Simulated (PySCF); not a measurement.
# PBE0 on Ge²⁺ (germanium, charge +2)

Configuration: [Ar] 3d10 4s2, closed-shell 1S. All numbers are calculated (PySCF 2.14, scalar relativity through the core potential, in aug-cc-pVTZ-PP with ECP10MDF (6s5p4d2f, 55 functions)).

* Total energy: -293.6228 hartree
* One-electron energy: -506.7818 hartree
* Hartree (Coulomb) energy: 237.4047 hartree
* Exchange-correlation energy: -24.2457 hartree
* ⟨S²⟩: 0.0000
* ⟨L²⟩: 0.000
* Sum of ⟨r⟩: 16.33 bohr
* Sum of ⟨r²⟩: 19.17 bohr²

```csv
shell,electrons,mean orbital energy (hartree),"rms radius, mean of both spins (bohr)"
3s,2,-7.14390,0.672
3p,6,-5.23694,0.705
3d,10,-1.96967,0.812
4s,2,-1.10968,2.08
```

Energies and moments cover only the electrons outside the core potential.
